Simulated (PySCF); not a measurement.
Species: 1,1,1,3,3-pentafluoropropane, C₃H₃F₅, net charge 0, singlet state. SMILES: FC(F)CC(F)(F)F
Coordinates optimised at B3LYP-D3(BJ)/def2-TZVP (Ansatz):
```
C
H 1 1.0898
H 1 1.0898 2 108.80
C 1 1.5127 2 107.43 3 117.73
F 4 1.3419 1 112.84 2 -175.55
F 4 1.3469 5 107.48 1 -121.97
F 4 1.3520 5 107.28 6 -115.07
C 1 1.5154 2 108.48 3 -118.67
F 8 1.3626 1 110.69 2 168.87
F 8 1.3672 9 107.36 1 118.12
H 8 1.0911 9 108.09 10 116.37
```
Charge 0, spin multiplicity 1.

Dispersion corrections to the total energy (kcal/mol) from the dftd3 and dftd4 libraries through PySCF: D3(BJ) without and D4 with the three-body term, each with the damping fitted for the functional named.

```json
[
 {"functional": "BLYP", "D3(BJ)": "-9.30", "D4": "…"},
 {"functional": "BHLYP", "D3(BJ)": "…", "D4": "-5.00"},
 {"functional": "BP86", "D3(BJ)": "…", "D4": "-6.05"},
 {"functional": "PBE", "D3(BJ)": "-4.50", "D4": "-4.71"},
 {"functional": "B2PLYP", "D3(BJ)": "-3.33", "D4": "-3.29"},
 {"functional": "B3LYP", "D3(BJ)": "-7.53", "D4": "-7.48"},
 {"functional": "LC-wPBE", "D3(BJ)": "-3.97", "D4": "-5.17"}
]
```

**Question.** Complete the blanks.

**Answer.** 
- BLYP, D4: -10.64
- BHLYP, D3(BJ): -5.65
- BP86, D3(BJ): -6.62
